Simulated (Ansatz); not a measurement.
[SiF5]- (SiF₅⁻) was relaxed with PBE0-D4 (def2-SVPD) in Ansatz in these states: charge -1 singlet, neutral doublet. The geometries follow in no particular order.

A:

Cartesian coordinates in Å:
```
Si -0.168 0.496 -0.057
F 0.861 -2.498 0.291
F -0.903 1.888 -0.294
F 0.339 0.421 1.449
F -1.198 -0.688 -0.338
F 1.069 0.381 -1.051
```

B:

```xyz
6

Si    0.000    0.000    0.000
F     0.089   -1.673   -0.204
F    -0.090    1.673    0.205
F     0.562   -0.159    1.548
F    -1.626   -0.050   -0.301
F     1.065    0.210   -1.248
```

Question: Judge from the bond lengths which geometry belongs to which state (an estimate).

Answer: A is the neutral doublet (Si1–F2 3.184 Å, Si1–F3 1.592 Å, Si1–F4 1.591 Å); B is the charge -1 singlet (Si1–F2 1.688 Å, Si1–F3 1.688 Å, Si1–F4 1.654 Å).

The neutral doublet has come apart into loosely held pieces.
